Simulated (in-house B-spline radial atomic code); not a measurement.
Rh⁴⁺. Computed with a B-spline radial atomic code. Model: all-electron spherical atom, spin shells full or empty, radial basis limit, no spin-orbit coupling, Breit or QED, empty-state partial waves extrapolated as (l+1/2)^-4, RPA, G0W0 and static COHSEX of the highest shell as one setting changes (uncorrelated shells keep exact exchange).

Given: element Rh; charge 4; filled core Kr; hamiltonian one-electron scalar X2C; mean-field start PBE0; highest l of empty states 9; nuclear rms radius 4.4945 fm; highest mean-field shell 4d up.

Shell: 4d 5 0 (electrons up and down).

| lowest nl shells left uncorrelated | RPA correlation energy (hartree) | G0W0 level (eV) | G0W0 minus most complete (meV) | COHSEX level (eV) | linearised minus solved G0W0 (meV) |
| --- | --- | --- | --- | --- | --- |
| 0 | -3.0616 | -64.604 | 0 | -67.433 | -13 |
| 1 | -2.8946 | -64.604 | 0.1 | -67.432 | -13 |
| 2 | -2.7059 | -64.601 | 3.7 | -67.429 | -13 |
| 3 | ? | ? | ? | ? | ? |
| 4 | -1.9931 | -64.584 | 19.9 | -67.418 | -12.9 |
| 5 | -1.4813 | -64.56 | 44.3 | -67.361 | -12.8 |
| 6 | ? | ? | ? | ? | ? |
| 7 | -0.5516 | -64.49 | 113.9 | -67.019 | -12.6 |
| 8 | -0.14247 | -64.656 | -51.2 | -66.563 | -13.5 |

What follows for lowest nl shells left uncorrelated = 6?

RPA correlation energy -0.6971 hartree; G0W0 level -64.469 eV; G0W0 minus most complete 135.5 meV; COHSEX level -67.129 eV; linearised minus solved G0W0 -12.4 meV.

What follows for lowest nl shells left uncorrelated = 3?

RPA correlation energy -2.1691 hartree; G0W0 level -64.591 eV; G0W0 minus most complete 13.2 meV; COHSEX level -67.435 eV; linearised minus solved G0W0 -12.9 meV.
